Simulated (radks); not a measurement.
Question: Re II, configuration [Xe] 4f14 5d5 6s1. Calculated with a radial shooting solver on a logarithmic mesh with Libxc functionals: Dirac Kohn-Sham, PBE, spin-unpolarised, spherical densities, point nucleus; open shells fill j = l - 1/2 first.

Spin-orbit splittings of the eigenvalues, e(l+1/2) - e(l-1/2), with zeta = 2 splitting/(2l+1) and mean radii in bohr:

shell  occ.  splitting (eV)  zeta (eV)  <r> j=l-1/2  <r> j=l+1/2
2p        6            1440      959.9      0.06246      0.07054
3p        6           312.7      208.5       0.1870       0.2019
3d       10               ?          ?       0.1765       0.1811
4p        6           72.95      48.63       0.4450       0.4784
4d       10           13.48      5.390       0.4934       0.5048
4f       14           2.511     0.7174       0.5763       0.5852
5p        6           10.94      7.291        1.139        1.241
5d        5          0.9161     0.3664        1.823        1.894

Estimate the 3d splitting.

Answer: 67.86 eV (zeta = 27.14 eV).
